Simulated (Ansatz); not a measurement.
H5O5Ta, SMILES `[OH][Ta]([OH])([OH])([OH])[OH]`, relaxed with RKS PBE0-D4/def2-TZVP in Ansatz from a PBE-D4/def2-SVP geometry. The force threshold is 0.005 eV/Å; the program also tests the step.

Total charge 0; spin multiplicity 1. Ta takes the def2 core potential.

Start:

```xyz
11

O     1.344   -0.151    0.995
Ta   -0.122    0.044   -0.279
O    -1.309   -0.329    1.245
O    -1.751    0.190   -1.259
O     0.456    1.838   -0.716
O     0.602   -1.367   -1.382
H     1.635   -0.266    1.911
H    -0.891   -0.510    2.105
H    -2.709    0.147   -1.111
H     1.290    2.182   -0.350
H     1.456   -1.778   -1.158
```

```tsv
step	energy (eV)	largest force (eV/Å)	largest move (Å)
1	-11869.1141	0.782	0.000
2	-11869.1692	0.318	0.046
3	-11869.1736	0.038	0.013
4	-11869.1741	0.044	0.013
5	-11869.1744	0.023	0.007
6	-11869.1745	0.108	0.025
7	-11869.1748	0.008	0.020
8	-11869.1748	0.006	0.005
9	-11869.1749	0.002	0.007
10	-11869.1749	0.008	0.011
11	-11869.1749	0.006	0.004
12	-11869.1749	0.004	0.001
```

End:

```xyz
11

O     1.357   -0.143    0.971
Ta   -0.128    0.046   -0.257
O    -1.294   -0.317    1.255
O    -1.721    0.186   -1.261
O     0.436    1.824   -0.694
O     0.575   -1.358   -1.352
H     1.694   -0.301    1.847
H    -0.906   -0.480    2.114
H    -2.670    0.131   -1.182
H     1.243    2.176   -0.314
H     1.414   -1.765   -1.128
```

Run time 16 s (2 threads of an AMD EPYC 7R13 on a shared host and a share of an NVIDIA H100 80 GB); peak host memory 0.86 GiB.
